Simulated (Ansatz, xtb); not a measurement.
**Two isomers of C4H7BO2S**

Structure I: `OB(O)C1=CSCC1`, a singlet. Structure II: `OB(O)C1=CCCS1`, a singlet. Both are isolated molecules in the gas phase, relaxed with PBE0-D3(BJ)/def2-SVP; the shapes shown needn't be the lowest conformers.

I (Å):

```xyz
15

C     0.2153   -0.8919    0.8597
C    -0.7100   -0.4508    1.7360
C     1.5918    0.2843    2.5127
C     1.6213   -0.7649    1.4008
B    -0.1539   -1.5500   -0.4945
O     0.8713   -2.0121   -1.2761
O    -1.4749   -1.6374   -0.8436
S    -0.1014    0.2480    3.2170
H     0.6043   -2.4191   -2.1048
H    -1.6484   -2.0519   -1.6926
H    -1.7911   -0.5157    1.5919
H     2.3205    0.0988    3.3135
H     1.7604    1.2974    2.1140
H     2.3519   -0.4948    0.6230
H     1.9406   -1.7458    1.8007
```

II (Å):

```yaml
atoms:
  - { symbol: C, position_ang: [0.2430, -0.8466, 0.4988] }
  - { symbol: C, position_ang: [1.4345, -0.6299, 1.0865] }
  - { symbol: C, position_ang: [1.4102, -0.5797, 2.5866] }
  - { symbol: C, position_ang: [0.1392, -1.3095, 3.0207] }
  - { symbol: B, position_ang: [-0.0278, -0.8266, -1.0386] }
  - { symbol: O, position_ang: [1.0436, -0.6517, -1.8661] }
  - { symbol: O, position_ang: [-1.3140, -0.9769, -1.4616] }
  - { symbol: S, position_ang: [-1.0689, -1.1142, 1.6570] }
  - { symbol: H, position_ang: [0.8403, -0.6428, -2.8053] }
  - { symbol: H, position_ang: [-1.4481, -0.9485, -2.4128] }
  - { symbol: H, position_ang: [2.3366, -0.4245, 0.5048] }
  - { symbol: H, position_ang: [2.3054, -1.0252, 3.0496] }
  - { symbol: H, position_ang: [1.3846, 0.4806, 2.9073] }
  - { symbol: H, position_ang: [0.3307, -2.3869, 3.1518] }
  - { symbol: H, position_ang: [-0.2933, -0.9178, 3.9514] }
```

Quicker runs give these differences E(II) − E(I): GFN2-xTB +0.115 eV; HF/STO-3G +0.053 eV (at GFN2-xTB geometries); r2SCAN-D4/def2-SVP +0.086 eV (at GFN2-xTB geometries).

Estimate E(II) − E(I) at the level CCSD(T)/def2-SVP + ΔMP2/def2-TZVPP.

Too close to call at this level: CCSD(T)/def2-SVP + ΔMP2/def2-TZVPP gives E(II) − E(I) = +0.064 eV.

How the difference moves with the method:

| level | geometry | E(II) − E(I) (eV) | departure from the last row (eV) | job, with rough time for the two |
| --- | --- | --- | --- | --- |
| GFN2-xTB | GFN2-xTB | +0.115 | +0.051 | optimisation, 0.37 s |
| HF/STO-3G | GFN2-xTB | +0.053 | −0.011 | single point, 0.4 s |
| r2SCAN-D4/def2-SVP | GFN2-xTB | +0.086 | +0.022 | single point, 4.2 s |
| PBE0-D3(BJ)/def2-SVP | PBE0-D3(BJ)/def2-SVP | +0.076 | +0.012 | optimisation, 53 s |
| HF/def2-SVP | PBE0-D3(BJ)/def2-SVP | +0.040 | −0.024 | part of the CCSD(T) run |
| MP2/def2-SVP | PBE0-D3(BJ)/def2-SVP | +0.068 | +0.005 | part of the CCSD(T) run |
| CCSD(T)/def2-SVP | PBE0-D3(BJ)/def2-SVP | +0.052 | −0.011 | single point |
| CCSD(T)/def2-SVP + ΔMP2/def2-TZVPP | PBE0-D3(BJ)/def2-SVP | +0.064 |  | single point, 1.8 min |

As drawn, both hold the same kinds of bond in the same numbers.

The largest departure from CCSD(T)/def2-SVP + ΔMP2/def2-TZVPP is that of GFN2-xTB, 0.051 eV. The last row adds to CCSD(T) the change of the MP2 difference between the two basis sets, here +0.011 eV.

With thermal terms from frequencies at re-optimised GFN2-xTB minima (ideal gas, soft modes damped towards free rotors, one conformer each, 298.15 K, 1 atm): the zero-point term adds −0.008 eV; ΔH is +0.058 and ΔG +0.055 eV.

The correlated steps freeze 12 core orbitals. Programs: Ansatz 0.2.0, xtb 6.7.1; the last row on 4 threads of Arm Neoverse V1 on a shared host.
